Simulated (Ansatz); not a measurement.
`OCNBCl`. The species carries charge 0 and has multiplicity 1. The geometry is a stationary point of PBE0-D4/def2-TZVP. It is one conformer, not always the lowest.

```xyz
10

O    -1.127   -0.327   -1.457
C    -0.620   -0.730   -0.213
N    -0.011    0.337    0.542
B     1.323    0.726    0.549
Cl    2.535   -0.149   -0.386
H    -1.862    0.276   -1.317
H     0.140   -1.478   -0.431
H    -1.403   -1.189    0.402
H    -0.649    0.877    1.106
H     1.674    1.657    1.205
```

What is the dipole moment at r2SCAN/def2-TZVPP? (An estimate is asked.)

Computed: 3.58 D, with components (-3.06, 0.61, 1.76) D in this frame, pointing from negative to positive charge.

And with PBE, B3LYP, ωB97M-V? (Estimate.)

The calculation gave: PBE 3.51 D, B3LYP 3.57 D, ωB97M-V 3.58 D.

Give the Mulliken charges with r2SCAN, PBE, ωB97M-V in def2-TZVPP. (An estimate is asked.)

Ansatz gave: 
```tsv
atom	r2SCAN	PBE	ωB97M-V
O1	-0.34	-0.28	-0.30
C2	0.20	0.07	0.05
N3	-0.21	-0.12	-0.16
B4	0.11	0.02	0.01
Cl5	-0.20	-0.19	-0.17
H6	0.18	0.17	0.16
H7	0.05	0.08	0.11
H8	0.05	0.09	0.11
H9	0.16	0.16	0.12
H10	-0.01	0.00	0.06
```

B3LYP here is the variant with VWN-RPA as its local correlation; programs differ in this.
